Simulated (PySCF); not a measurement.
All values below come from PBE-D3(BJ)/def2-TZVP // M06-2X/def2-TZVP (PySCF). Isolated molecules, 0 K electronic values unless said otherwise. 

Reference species (SMILES): `[InH3]` (neutral, multiplicity 1).

```json
{
 "HOMO": "-6.99 eV",
 "LUMO": "-2.65 eV"
}
```

Changed species: `[CH3][InH2]` (2 of 3 CH3 replaced by H; the reference has 3 of 3 CH3 replaced by H).

Task: What does the change do to the HOMO and LUMO?

Result: the HOMO increases by 0.58 eV, to -6.41 eV; the LUMO rises by 0.35 eV, to -2.30 eV.
